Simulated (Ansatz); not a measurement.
H5AlNSi, SMILES `[NH2][Al-][SiH3]` (lower singlet) (charge -1, multiplicity 1). This singlet lies 1.15 eV below the relaxed triplet at the level frozen-core CCSD(T)/aug-cc-pVDZ // PBE0-D3(BJ)/def2-TZVPD (Ansatz, a quantum-chemistry and plane-wave program).

Method: B3LYP/aug-cc-pVTZ // PBE0-D3(BJ)/def2-TZVPD in Ansatz.

Ansatz 0.2 input:
```yaml
crystal:
  periodic: [false, false, false]
  atoms:
    - { symbol: N, position_ang: [-1.864016, -0.441699, 0.189543] }
    - { symbol: Al, position_ang: [-0.571119, -1.263661, 1.212961] }
    - { symbol: Si, position_ang: [1.356402, 0.236215, 0.231747] }
    - { symbol: H, position_ang: [-2.839524, -0.699702, 0.230693] }
    - { symbol: H, position_ang: [-1.73488, 0.306263, -0.47786] }
    - { symbol: H, position_ang: [2.097692, 1.098028, 1.236407] }
    - { symbol: H, position_ang: [2.519803, -0.498344, -0.406883] }
    - { symbol: H, position_ang: [1.035645, 1.262903, -0.847349] }
basis:
  gaussian: { orbitals: aug-cc-pVTZ }
hamiltonian:
  xc: b3lyp
total_charge: -1
```

Output:

```
Functional definition: B3LYP
1226 factors; their error is unknown
mean field evaluation 1: about -16045.4006 eV, gradient 4.5e1 eV
mean field evaluation 2: about -16030.3100 eV, gradient 8.6e1 eV
mean field evaluation 4: about -16049.5997 eV, gradient 3.0e0 eV
mean field evaluation 8: about -16049.6338 eV, gradient 4.2e-2 eV
mean field evaluation 16: about -16049.6722 eV, gradient 2.4e-5 eV
mean field -16049.67220316 eV, -589.8145746076 hartree, gradient 2.6e-5 eV, S^2 0.000000; 0 other end points of the search recorded, 0 dependent functions left out
reference -16049.67247600 eV, -589.8145846343 hartree; 20, 20 occupied and 241, 241 virtual orbitals, 1226 factors
Total energy: -16049.67247600 eV, -589.8145846343 hartree
```
